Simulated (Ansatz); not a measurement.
Molecule: CH7P2Si (charge 0, doublet). It need not be the lowest isomer of its formula. SMILES: C[Si](P)P
Coordinates optimised at B3LYP-D3(BJ)/def2-TZVP (Ansatz, a program for electronic structure):
```xyz
11

C     -1.6053     1.3975    -0.2649
Si    -0.1617     0.2199    -0.5562
P     -0.5679    -1.9389     0.0290
P      1.6875     1.0522     0.4610
H     -1.3545     2.4083    -0.5915
H     -2.4917     1.0654    -0.8069
H     -1.8528     1.4322     0.8002
H     -1.1674    -1.6018     1.2759
H     -1.8152    -2.0040    -0.6482
H      2.4699    -0.1065     0.2257
H      1.3126     0.6439     1.7724
```
Charge 0, spin multiplicity 2.

Wanted: atomisation energy (electronic, to ground-state atoms), in eV. Valence correlation only, unless marked. UHF or UKS for open shells. No spin-orbit coupling. No relativistic terms. The coupled-cluster limit lacks core correlation, which all-electron functionals hold. CBS(X,Y): correlation extrapolated as X^-3; Hartree-Fock from the larger set.

```json
[
 {"level": "HF/6-31G*", "program": "Ansatz", "atomisation energy (eV)": "24.29"},
 {"level": "SVWN5/def2-TZVPD", "program": "Ansatz", "atomisation energy (eV)": "39.43"},
 {"level": "r2SCAN/def2-TZVPD", "program": "Ansatz", "atomisation energy (eV)": "34.88"},
 {"level": "r2SCAN-D4/def2-TZVPD", "program": "Ansatz + dftd4", "atomisation energy (eV)": "34.96"},
 {"level": "B97M-V/def2-TZVPD", "program": "Ansatz", "atomisation energy (eV)": "35.31"},
 {"level": "PBE0/6-31G*", "program": "Ansatz", "atomisation energy (eV)": "34.11"},
 {"level": "PBE0-D4/def2-TZVP", "program": "Ansatz + dftd4", "atomisation energy (eV)": "34.85"},
 {"level": "BHLYP-D3(BJ)/def2-TZVPD", "program": "Ansatz + dftd3", "atomisation energy (eV)": "34.40"},
 {"level": "BHLYP-D4/def2-TZVPD", "program": "Ansatz + dftd4", "atomisation energy (eV)": "34.33"},
 {"level": "HSE06-D3(BJ)/def2-TZVPD", "program": "Ansatz + dftd3", "atomisation energy (eV)": "34.88"},
 {"level": "LC-wPBE-D3(BJ)/def2-TZVPD", "program": "Ansatz + dftd3", "atomisation energy (eV)": "34.66"},
 {"level": "B2GP-PLYP-D3(BJ)/def2-TZVPD", "program": "Ansatz + dftd3", "atomisation energy (eV)": "34.27"},
 {"level": "B2PLYP-D3(BJ)/def2-TZVPD", "program": "Ansatz + dftd3", "atomisation energy (eV)": "34.40"},
 {"level": "PBE-QIDH/def2-TZVPD", "program": "Ansatz", "atomisation energy (eV)": "34.19"},
 {"level": "RPA@PBE/cc-pV(Q+d)Z", "program": "Ansatz", "atomisation energy (eV)": "33.27"},
 {"level": "MP2/CBS(cc-pV(T+d)Z,cc-pV(Q+d)Z)", "program": "Ansatz", "atomisation energy (eV)": "34.45"},
 {"level": "SCS-MP2/STO-3G", "program": "Ansatz", "atomisation energy (eV)": "37.41"},
 {"level": "SCS-MP2/6-31G", "program": "Ansatz", "atomisation energy (eV)": "26.18"},
 {"level": "CCSD/cc-pV(Q+d)Z", "program": "Ansatz", "atomisation energy (eV)": "33.79"},
 {"level": "CCSD(T)/cc-pVTZ", "program": "Ansatz", "atomisation energy (eV)": "33.44"},
 {"level": "CCSD(T)/CBS(cc-pV(T+d)Z,cc-pV(Q+d)Z)", "program": "Ansatz", "atomisation energy (eV)": "34.75"}
]
```
